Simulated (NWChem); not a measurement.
System: BiBr₂F; SMILES [F][Bi]([Br])[Br]

The following NWChem deck was run.

```
start job
memory heap 200 mb stack 900 mb global 1100 mb
geometry units angstroms noautoz
  Bi    -0.651324     0.144385     0.000000
  F     -1.306970    -1.804547     0.000000
  Br     1.023961     0.013396     2.022749
  Br     1.023961     0.013396    -2.022749
end
basis spherical
  Bi library def2-svp
  F library def2-svp
  Br library def2-svp
end
ecp
  Bi library def2-ecp
end
dft
  xc slater vwn_5
  iterations 150
  mulliken
end
task dft energy
```

Excerpt of the output:

```
             Northwest Computational Chemistry Package (NWChem) 7.3.0
             --------------------------------------------------------

 CS  symmetry detected

                             Geometry "geometry" -> ""
                             -------------------------

 Output coordinates in angstroms (scale by  1.889725989 to convert to a.u.)

  No.       Tag          Charge          X              Y              Z
 ---- ---------------- ---------- -------------- -------------- --------------
    1 Bi                  83.0000    -0.66263149     0.24639295     0.00000000
    2 F                    9.0000    -1.54801236    -1.60949183     0.00000000
    3 Br                  35.0000     0.98472178    -0.08521698    -2.02274900
    4 Br                  35.0000     0.98472178    -0.08521698     2.02274900

 Effective nuclear repulsion energy (a.u.)    1614.7113178291

      Symmetry information
      --------------------

 Group name             Cs
 Group number              2
 Group order               2
 No. of unique centers     3

                                 NWChem DFT Module
                                 -----------------

 Summary of "ao basis" -> "ao basis" (spherical)
 ------------------------------------------------------------------------------
       Tag                 Description            Shells   Functions and Types
 ---------------- ------------------------------  ------  ---------------------
 Bi                         def2-svp                10       26   4s4p2d
 F                          def2-svp                 6       14   3s2p1d
 Br                         def2-svp                12       32   5s4p3d

      Symmetry analysis of basis
      --------------------------

        a'         60
        a"         44

            General Information
            -------------------
          SCF calculation type: DFT
          Wavefunction type:  closed shell.
          No. of atoms     :     4
          No. of electrons :   102
           Alpha electrons :    51
            Beta electrons :    51
          Charge           :     0
          Spin multiplicity:     1
          Use of symmetry is: on ; symmetry adaption is: on
          Maximum number of iterations: 150
          AO basis - number of functions:   104
                     number of shells:    40
          Convergence on energy requested:  1.00D-06
          Convergence on density requested:  1.00D-05
          Convergence on gradient requested:  5.00D-04

              XC Information
              --------------
                        Slater Exchange Functional  1.000 local
                      VWN V Correlation Functional  1.000 local

             Grid Information
             ----------------
          Grid used for XC integration:  medium
          Radial quadrature: Mura-Knowles
          Angular quadrature: Lebedev.
          Tag              B.-S. Rad. Rad. Pts. Rad. Cut. Ang. Pts.
          ---              ---------- --------- --------- ---------
          Bi                  1.60      123           8.0       590
          F                   0.50       49          10.0       434
          Br                  1.15      112          11.0       590
          Grid pruning is: on
          Number of quadrature shells:   284
          Spatial weights used:  Erf1

      Superposition of Atomic Density Guess
      -------------------------------------

 Sum of atomic energies:       -5488.88314103

      Non-variational initial energy
      ------------------------------

 Total energy =   -5457.012291
 1-e energy   =   -8935.704224
 2-e energy   =    2848.123901
 HOMO         =      -0.338844
 LUMO         =      -0.022201

      Symmetry analysis of molecular orbitals - initial
      -------------------------------------------------

  Numbering of irreducible representations:

     1 a'          2 a"

  Orbital symmetries:

     1 a'          2 a"          3 a"          4 a'          5 a'
     6 a"          7 a"          8 a'          9 a"         10 a'
    11 a'         12 a"         13 a'         14 a'         15 a"
    16 a'         17 a'         18 a"         19 a"         20 a'
    21 a"         22 a'         23 a'         24 a'         25 a"
    26 a'         27 a'         28 a"         29 a"         30 a'
    31 a'         32 a"         33 a"         34 a'         35 a"
    36 a'         37 a"         38 a'         39 a'         40 a'
    41 a"         42 a'         43 a"         44 a'         45 a'
    46 a"         47 a'         48 a'         49 a"         50 a"
    51 a'         52 a'         53 a'         54 a"         55 a'
    56 a"         57 a'         58 a'         59 a'         60 a"
    61 a'

     ---------------------------------------------
      Total Density - Mulliken Population Analysis
     ---------------------------------------------

    Atom       Charge   Shell Charges
 -----------   ------   -------------------------------------------------------
    1 Bi  23    21.12   2.92 -0.87  1.23  0.63  4.72  1.25  0.69  0.45  9.76  0.34
    2 F    9     9.76   1.99  1.15  0.82  3.55  2.24  0.00
    3 Br  35    35.56   2.00  2.00  2.00  1.38  0.59  6.00  5.99  2.39  3.21  8.23  1.73  0.05
    4 Br  35    35.56   2.00  2.00  2.00  1.38  0.59  6.00  5.99  2.39  3.21  8.23  1.73  0.05

   convergence    iter        energy       DeltaE   RMS-Dens  Diis-err
 ---------------- ----- ----------------- --------- --------- ---------
 d= 0,ls=0.0,diis     1  -5454.0074772046 -6.08D+03  4.34D-02  1.72D+00
 d= 0,ls=0.0,diis     2  -5449.2965069879  4.71D+00  3.57D-02  4.26D+01
 d= 0,ls=0.0,diis     3  -5453.8188720744 -4.52D+00  1.99D-02  2.31D+00
 d= 0,ls=0.0,diis     4  -5454.1243585107 -3.05D-01  6.65D-03  5.24D-01
 d= 0,ls=0.0,diis     5  -5454.2028691753 -7.85D-02  9.56D-04  3.08D-03
  Resetting Diis
 d= 0,ls=0.0,diis     6  -5454.2031795919 -3.10D-04  3.68D-04  1.49D-03
 d= 0,ls=0.0,diis     7  -5454.2033828183 -2.03D-04  2.90D-04  7.92D-05
 d= 0,ls=0.0,diis     8  -5454.2033014536  8.14D-05  1.90D-04  7.92D-04
 d= 0,ls=0.0,diis     9  -5454.2033941118 -9.27D-05  3.37D-05  9.91D-06
 d= 0,ls=0.0,diis    10  -5454.2033953984 -1.29D-06  1.12D-05  1.93D-06
 d= 0,ls=0.0,diis    11  -5454.2033956025 -2.04D-07  3.90D-06  1.49D-07

         Total DFT energy =    -5454.203395602547
      One electron energy =    -8934.857482153537
           Coulomb energy =     3052.324876092166
    Exchange-Corr. energy =     -202.238821958919
 Nuclear repulsion energy =      630.568032417743

 Numeric. integr. density =      101.999994129225

                  Occupations of the irreducible representations
                  ----------------------------------------------

                     irrep           alpha         beta
                     --------     --------     --------
                     a'               29.0         29.0
                     a"               22.0         22.0

                       DFT Final Molecular Orbital Analysis
                       ------------------------------------

 Vector   49  Occ=2.000000D+00  E=-2.690010D-01  Symmetry=a"
              MO Center=  9.3D-01, -8.7D-02,  1.4D-08, r^2= 5.5D+00
   Bfn.  Coefficient  Atom+Function         Bfn.  Coefficient  Atom+Function
  ----- ------------  ---------------      ----- ------------  ---------------
    56      0.419570  3 Br py                88     -0.419570  4 Br py
    53      0.371562  3 Br py                85     -0.371562  4 Br py
    50     -0.248131  3 Br py                82      0.248131  4 Br py
    47      0.080867  3 Br py                79     -0.080867  4 Br py
    32      0.075784  2 F  pz                55      0.073302  3 Br px

 Vector   50  Occ=2.000000D+00  E=-2.689476D-01  Symmetry=a'
              MO Center=  7.4D-01, -1.2D-01, -1.4D-08, r^2= 5.7D+00
   Bfn.  Coefficient  Atom+Function         Bfn.  Coefficient  Atom+Function
  ----- ------------  ---------------      ----- ------------  ---------------
    55      0.309556  3 Br px                87      0.309556  4 Br px
    56     -0.279906  3 Br py                88     -0.279906  4 Br py
    52      0.266311  3 Br px                84      0.266311  4 Br px
    53     -0.247743  3 Br py                85     -0.247743  4 Br py
     3      0.214499  1 Bi s                 49     -0.178087  3 Br px

 Vector   51  Occ=2.000000D+00  E=-2.644545D-01  Symmetry=a"
              MO Center=  9.3D-01, -8.3D-02, -6.5D-14, r^2= 5.6D+00
   Bfn.  Coefficient  Atom+Function         Bfn.  Coefficient  Atom+Function
  ----- ------------  ---------------      ----- ------------  ---------------
    57      0.341662  3 Br pz                89      0.341662  4 Br pz
    54      0.305461  3 Br pz                86      0.305461  4 Br pz
    55      0.262475  3 Br px                87     -0.262475  4 Br px
    52      0.239561  3 Br px                84     -0.239561  4 Br px
    51     -0.202661  3 Br pz                83     -0.202661  4 Br pz

 Vector   52  Occ=0.000000D+00  E=-1.259540D-01  Symmetry=a'
              MO Center= -2.3D-01,  1.2D-01,  9.2D-13, r^2= 4.8D+00
   Bfn.  Coefficient  Atom+Function         Bfn.  Coefficient  Atom+Function
  ----- ------------  ---------------      ----- ------------  ---------------
    11      0.488119  1 Bi px                 3      0.475971  1 Bi s
    14      0.470871  1 Bi px                57     -0.344752  3 Br pz
    89      0.344752  4 Br pz                15     -0.304141  1 Bi py
    12     -0.287244  1 Bi py                54     -0.223906  3 Br pz
    86      0.223906  4 Br pz                 5     -0.214862  1 Bi px

 Vector   53  Occ=0.000000D+00  E=-1.100148D-01  Symmetry=a"
              MO Center= -3.7D-01,  1.8D-01, -1.1D-13, r^2= 4.7D+00
   Bfn.  Coefficient  Atom+Function         Bfn.  Coefficient  Atom+Function
  ----- ------------  ---------------      ----- ------------  ---------------
    16      0.644274  1 Bi pz                13      0.597272  1 Bi pz
    55     -0.310396  3 Br px                87      0.310396  4 Br px
     7     -0.266736  1 Bi pz                52     -0.199644  3 Br px
    84      0.199644  4 Br px                57      0.194398  3 Br pz
    89      0.194398  4 Br pz                32      0.154941  2 F  pz

 Vector   54  Occ=0.000000D+00  E=-1.090635D-01  Symmetry=a'
              MO Center= -5.9D-01,  1.8D-01,  3.8D-12, r^2= 3.9D+00
   Bfn.  Coefficient  Atom+Function         Bfn.  Coefficient  Atom+Function
  ----- ------------  ---------------      ----- ------------  ---------------
    15      0.515476  1 Bi py                12      0.446483  1 Bi py
    14      0.394769  1 Bi px                11      0.305780  1 Bi px
    31     -0.278289  2 F  py                29      0.250596  2 F  s
    34      0.224910  2 F  py                 6     -0.209816  1 Bi py
     3     -0.202454  1 Bi s                 56     -0.175092  3 Br py

     ---------------------------------------------
      Total Density - Mulliken Population Analysis
     ---------------------------------------------

    Atom       Charge   Shell Charges
 -----------   ------   -------------------------------------------------------
    1 Bi  23    22.15   2.93 -0.86  1.47  0.38  4.71  1.28  1.32  0.69  9.68  0.54
    2 F    9     9.37   1.99  1.11  0.86  3.29  2.12  0.00
    3 Br  35    35.24   2.00  2.00  1.99  1.49  0.49  6.00  5.97  2.35  2.94  8.17  1.76  0.08
    4 Br  35    35.24   2.00  2.00  1.99  1.49  0.49  6.00  5.97  2.35  2.94  8.17  1.76  0.08

     -------------------------------------------
      Total Density - Lowdin Population Analysis
     -------------------------------------------

    Atom       Charge   Shell Charges
 -----------   ------   -------------------------------------------------------
    1 Bi  23    22.40   1.48  0.49  1.16  0.74  4.07  1.67  1.38  1.04  9.30  1.07
    2 F    9     9.31   1.98  1.04  0.85  3.18  2.26  0.00
    3 Br  35    35.14   2.00  2.00  1.96  1.18  0.76  5.99  5.81  2.45  2.97  7.82  2.05  0.15
    4 Br  35    35.14   2.00  2.00  1.96  1.18  0.76  5.99  5.81  2.45  2.97  7.82  2.05  0.15

     Multipole analysis of the density
     ---------------------------------

     L   x y z        total         alpha         beta         nuclear
     -   - - -        -----         -----         ----         -------
     0   0 0 0      0.000000    -51.000000    -51.000000    102.000000

     1   1 0 0     -0.706431    -37.918974    -37.918974     75.131517
     1   0 1 0      1.242771     14.589840     14.589840    -27.936910
     1   0 0 1      0.000000      0.000000      0.000000      0.000000

     2   2 0 0    -51.681626   -203.578614   -203.578614    355.475601
     2   1 1 0     -3.367292    -24.528477    -24.528477     45.689663
     2   1 0 1      0.000000      0.000000      0.000000      0.000000
     2   0 2 0    -53.085298    -71.571679    -71.571679     90.058061
     2   0 1 1     -0.000000     -0.000000     -0.000000      0.000000
     2   0 0 2    -54.033941   -538.403997   -538.403997   1022.774053
```

Level: LDA (Slater exchange, VWN5)/def2-SVP with def2 effective core potentials on Bi. The geometry was optimised at PBE-D3(BJ)/def2-SVP. def2 effective core potentials on Bi; no spin-orbit coupling.
